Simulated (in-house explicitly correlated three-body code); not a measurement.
Values are calculated unless marked as measured or tabulated.
**Two electrons around a charge Z: errors of exchange and correlation functionals on the exact density**

The exact non-relativistic ground state comes from a variational code in 260 exponentially correlated functions, the Kohn-Sham parts from inverting its density (past Z = 6 the correlation energy is taken as exact minus Hartree-Fock, equal to within microhartrees), and self-consistent runs (Hartree-Fock is restricted) from a B-spline radial code. Z may be fractional; the second electron is bound down to Z = 0.911.

Each entry is functional minus exact.

```
   Z  BLYP x (mEh)  BLYP c (mEh)  AM05 x (mEh)  AM05 c (mEh)  PBE x (mEh)  PBE c (mEh)
1.32         -6.39         +3.51        +59.03        -36.84        +0.07        +3.81
1.44         -4.98         +2.06        +68.00        -40.97        +2.44        +2.74
 1.6         -3.44         +0.61        +79.64        -45.79        +5.25        +1.74
1.74         -2.27         -0.35        +89.66        -49.55        +7.51        +1.10
1.94         -0.77         -1.41        +103.8        -54.38       +10.57        +0.43
2.08         +0.21         -1.99        +113.6        -57.46       +12.64        +0.08
2.46         +2.70         -3.11        +140.2        -64.90       +18.05        -0.61
2.56             ?             ?             ?             ?            ?            ?
2.98             ?             ?             ?             ?            ?            ?
3.18         +7.07         -4.24        +190.1        -76.40       +27.94        -1.34
3.62         +9.64         -4.59        +220.6        -82.29       +33.88        -1.59
3.94        +11.48         -4.76        +242.7        -86.16       +38.17        -1.73
```

Question: What belongs in the row Z = 2.56?

Answer: BLYP x (mEh): +3.33; BLYP c (mEh): -3.33; AM05 x (mEh): +147.1; AM05 c (mEh): -66.67; PBE x (mEh): +19.45; PBE c (mEh): -0.75.

Question: What belongs in the row Z = 2.98?

Answer: BLYP x (mEh): +5.89; BLYP c (mEh): -4.02; AM05 x (mEh): +176.3; AM05 c (mEh): -73.47; PBE x (mEh): +25.22; PBE c (mEh): -1.18.

Question: How do the exchange errors scale with Z?

Answer: BLYP +1.07 % in the size of E_x at Z = 1.32 and -0.51 % at 3.94; AM05 -9.92 % in the size of E_x at Z = 1.32 and -10.84 % at 3.94; PBE -0.01 % in the size of E_x at Z = 1.32 and -1.70 % at 3.94. Exchange scales linearly under uniform scaling of the density, so its relative error changes only with the density's shape.
